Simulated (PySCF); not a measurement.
Electron correlation in V¹²⁺ (vanadium, charge +12)

[Ne] 3s1, 2S determinant. Computed with PySCF 2.14 in an uncontracted even-tempered set (19 s from 0.69 bohr⁻², ratio 2.5; 11 p from 0.9 bohr⁻², ratio 2.5; 5 d from 3.8 bohr⁻², ratio 2.7; 4 f from 5.8 bohr⁻², ratio 2.7), with the spin-free X2C one-electron Hamiltonian (Gaussian nucleus). Frozen: 1s2; 9 electrons correlated; the 20 highest virtual orbitals of each spin left out.

```
  level  correlation energy (mhartree)
   CCSD                        -312.54
    (T)                          -0.60
CCSD(T)                        -313.14
```

Diagnostics: T1 = 0.00054, D1 = 0.0020, largest double amplitude 0.005.

Task: Is a single reference adequate?

Result: Yes, within this model without spin-orbit coupling: T1 lies below 0.03 and no double amplitude reaches 0.07.
